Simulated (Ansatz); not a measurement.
`N[SiH](O)Br` + `CNB(F)S` → `CN[SiH](O)Br` + `NB(F)S`  (redistribution)

Calculated with Ansatz (gas phase, PBE0-D4/def2-TZVP geometries, no zero-point term in ΔE). CCSD(T)/CBS adds triple-zeta CCSD(T) − MP2 to the extrapolated MP2 energy (def2 sets, frozen cores). This one scheme is used for every species. Functionals use def2-TZVPP. For Br outer-core shells are correlated without core-valence functions, which leaves a few kJ/mol of doubt a bond. Scalar relativity is left out up to krypton. Each species was taken in one conformer, which may not be the lowest.

`N[SiH](O)Br`:

```xyz
8

N    -0.859   -0.453   -0.729
Si    0.166    0.036    0.535
O     1.727    0.062    0.060
Br   -0.587    2.051    1.111
H    -1.786   -0.073   -0.822
H    -0.769   -1.361   -1.156
H     0.184   -0.792    1.755
H     1.924    0.530   -0.754
```

`CNB(F)S`:

Z-matrix (Å, degrees):
```
C
N 1 1.445
H 1 1.094 2 111.5
H 1 1.094 2 111.5 3 121.2
H 1 1.089 2 109.3 3 -119.4
B 2 1.393 1 125.7 3 119.2
H 2 1.006 1 115.2 3 -60.8
S 6 1.828 2 120.8 1 -180.0
F 6 1.340 2 119.9 1 0.0
H 8 1.341 6 94.7 2 180.0
```

`CN[SiH](O)Br`:

Z-matrix (Å, degrees):
```
C
N 1 1.451
H 1 1.093 2 110.8
H 1 1.095 2 112.8 3 121.9
H 1 1.092 2 109.5 3 -118.4
Si 2 1.697 1 124.3 3 148.5
H 2 1.009 1 113.7 3 -59.1
Br 6 2.226 2 114.2 1 56.9
O 6 1.637 2 111.2 1 -58.7
H 6 1.478 2 106.9 1 175.9
H 9 0.960 6 115.4 2 -48.2
```

`NB(F)S`:

Z-matrix (Å, degrees):
```
N
B 1 1.394
H 1 1.003 2 123.7
H 1 1.005 2 121.5 3 180.0
F 2 1.338 1 119.1 3 -180.0
S 2 1.825 1 121.3 3 0.0
H 6 1.341 2 94.7 1 180.0
```

```
         level  ΔE (kcal/mol)
          PBE0            2.1
MP2/def2-TZVPP            1.8
 MP2/CBS(def2)            1.9
CCSD/CBS(def2)            2.0
```

Problem. What does CCSD(T)/CBS give? (Best estimate.)

Solution. The calculation gave: +1.9 kcal/mol. The listed levels differ from it by 0.2, -0.1, 0.0, 0.1 kcal/mol.

Largest T1 diagnostic among the species: 0.012.
